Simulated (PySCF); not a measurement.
NMR data sheet: C$_{4}$H$_{14}$AlBO

| Item | Value |
| --- | --- |
| Formula | C4H14AlBO |
| SMILES | CB(C)C[O+](C)[AlH3-] |
| InChI | InChI=1S/C4H11BO.Al.3H/c1-5(2)4-6-3;;;;/h4H2,1-3H3;;;; |
| Point group of the computed structure | C1 |
| Carbon signals | 3 |
| Proton signals | 4 |

Mapped SMILES: `[CH3:1][B:2]([CH3:3])[CH2:4][O+:5]([CH3:6])[AlH3-:7]`. Each H is labelled by its parent atom.

- coordinates at the PBE0-D3(BJ)/def2-SVP level
- σ from GIAO-CAM-B3LYP/pcSseg-1
- run in PySCF 2.14
- one conformer, equivalent nuclei averaged, no relativistic terms, no solvent

References, each an isolated molecule treated in the same way: TMS for $^{1}$H, $^{13}$C; $^{11}$B against BF3·OEt2; $^{17}$O vs H2O; $^{27}$Al vs AlH4-.

```tsv
carbon	δC, type	δH (multiplicity)	HMBC from (2–3 bonds)	span of the C tensor (ppm)
C1/C3	11.5, CH3	0.95 (s)	H(C4), H(C1)/H(C3)	37
C4	78.1, CH2	3.99 (s)	H(Al7), H(C6), H(C1)/H(C3)	92
C6	63.0, CH3	3.64 (s)	H(Al7), H(C4)	96
```

Other nuclei:
| atoms | nucleus | environment | δ (ppm) | σ (ppm) |
| --- | --- | --- | --- | --- |
| H(Al7) | $^{1}$H | hydrogen on an aluminium bonded to O | 4.04 | 27.29 |
| B2 | $^{11}$B | boron bonded to 3 C | 90.6 | 8.8 |
| O5 | $^{17}$O | donor oxygen of a Lewis adduct | 0.9 | 337.6 |
| Al7 | $^{27}$Al | aluminium bonded to O, 3 H | 86.5 | 399.4 |

- δC 78.1: sp3 CH2 bonded to B and O; deshielded by the electronegative neighbour.
- δC 63.0: methyl carbon bonded to O; the inductive effect lowers its shielding.
- δH 3.99: hydrogen on an sp3 CH2 bonded to B and O; its carbon carries O, an electronegative neighbour.
- δH 3.64: hydrogen on a methyl carbon bonded to O; its carbon carries O, an electronegative neighbour.
- δH 0.95: hydrogen on a methyl carbon bonded to B.

Hydrides on Al or Ga are broadened by the quadrupolar metal nucleus. A carbon bonded to boron is broadened by the quadrupolar boron nucleus and is often missing from a measured spectrum. Shifts are as computed, not scaled to solution data. Of 1211 compounds with measured shifts, 218 miss one by over three times the rms of a fit or turn the order of signals round; such compounds aren't used in these exercises. Experimental scales use liquid or dissolved standards, which lie at an offset from isolated H2O (liquid H2O: subtract about 36 ppm). Multiplicities follow the n + 1 count of equivalent neighbours, as no J values were calculated; m marks all less simple cases, F and P coupling included.
